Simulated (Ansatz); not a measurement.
`C=C(F)[SiH2]O` + H₂O → `C=C(O)[SiH2]O` + H–F  (formal hydrolysis of a C–F bond)

Calculated with Ansatz (gas phase, PBE0-D4/def2-TZVP geometries, no zero-point term in ΔE). CCSD(T)/CBS is the MP2 limit (def2-TZVPP, def2-QZVPP) plus CCSD(T) − MP2 in def2-TZVPP, frozen cores. This one scheme is used for every species. Functionals use def2-TZVPP. Each species was taken in one conformer, which may not be the lowest.

```tsv
level	ΔE (kJ/mol)
r2SCAN-D4	-11.7
HF/CBS(def2)	-6.3
```

What does CCSD(T)/CBS give? (Best estimate.)

Ansatz gave: -15.9 kJ/mol. The listed levels differ from it by 4.2, 9.6 kJ/mol.

Largest T1 diagnostic among the species: 0.012.

The D4 term adds −3.5 kJ/mol with B3LYP and −1.9 kJ/mol with PBE0; it sums over pairs of atoms, weighted by their polarisabilities, and B3LYP, whose exchange is more repulsive, gets the larger term. In def2-TZVPP, CCSD(T) changes the Hartree–Fock value by −9.4 kJ/mol (the triples alone add −1.4 kJ/mol) and MP2 by −15.6 kJ/mol.

B3LYP here is the variant with VWN-RPA as its local correlation; programs differ in this.
